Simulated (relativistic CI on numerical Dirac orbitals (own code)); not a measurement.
**Hf XXI: q coefficients and field-shift factors**

Calculated at this level of theory: Dirac-Coulomb-Breit CI, orbitals from a KLI potential per configuration, derivatives by finite differences, unscaled Slater integrals, QED left out (own radial code, finite nucleus).

Configuration list (outside the closed core [Kr] 4d10): 4f⁶, 4f⁵5s, 4f⁴5s². Levels of other configurations are missing.

With x = (α/α₀)² − 1 an excitation energy changes as ω = ω₀ + qx; K = 2q/ω₀ is the relative enhancement. Terms are leading LS components, so labels can repeat. The field-shift factor is F = δν/δ⟨r²⟩ for the transition from the lowest level.

Lowest level 4f⁶ ⁷F0.

```csv
Level,ω₀ (cm⁻¹),q (cm⁻¹),F (GHz/fm²)
4f⁶ ⁷F1,3270.3,7770,0.295
4f⁶ ⁷F2,7412.7,14700,0.571
4f⁶ ⁷F3,11662.6,20000,0.794
4f⁶ ⁷F4,15747.3,23860,0.967
4f⁶ ⁷F5,19510.1,26330,1.09
4f⁶ ⁷F6,22740.1,26890,1.15
4f⁶ ⁵D0,34020.4,951.4,0.374
4f⁶ ⁵D1,43588.5,12760,0.863
4f⁶ ⁵D2,53850.0,21260,1.25
4f⁶ ⁵L6,53878.1,4274,0.649
4f⁶ ⁵L7,60657.0,16070,1.11
4f⁶ ⁵G2,62434.2,11520,1.01
4f⁶ ⁵G6,62881.8,16600,1.16
4f⁶ ⁵G5,63362.1,14630,1.1
4f⁶ ⁵G3,63374.5,18680,1.25
4f⁶ ⁵G4,64472.8,16990,1.19
4f⁶ ⁵D3,64646.6,22660,1.4
4f⁶ ⁵L8,65177.9,21890,1.36
4f⁶ ⁵L9,68095.2,24730,1.49
4f⁶ ⁵L10,68339.5,21600,1.4
4f⁶ ⁵D4,74132.6,25890,1.6
4f⁶ ⁵H7,74379.2,20580,1.39
4f⁶ ³P0,75210.1,15380,1.27
```

At this charge energies of transitions that change n are usually good to better than 1 %, and those within a shell (Δn = 0) to a few per cent. Terms inside the open d or f shell come out 10 to 20 % too wide with unscaled integrals.

Question: Which transition from the lowest level has the largest |K|?

Answer: 4f⁶ ⁷F1 at 3270.3 cm⁻¹, K = 4.75.
